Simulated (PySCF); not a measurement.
A calculated (B3LYP, PySCF 2.14, x2c-SVPall, scalar relativity by spin-free X2C-1e) atom or ion has these occupied shells.

```tsv
shell	electrons	orbital energy (eV)	rms radius, mean of both spins (bohr)
1s α	1	-4896.9	0.0805
1s β	1	-4896.9	0.0805
2s α	1	-547.87	0.352
2s β	1	-547.33	0.352
2p α	3	-453.30	0.321
2p β	3	-452.83	0.321
3s α	1	-66.890	1.08
3s β	1	-64.979	1.08
3p α	3	-41.988	1.19
3p β	3	-39.953	1.19
3d α	2	-6.750	1.76
4s α	1	-5.067	3.82
4s β	1	-4.720	3.82
```

**Question.** Name the element and its charge.

**Answer.** Ti (titanium, neutral), in [Ar] 3d2 4s2, high-spin 3F determinant.
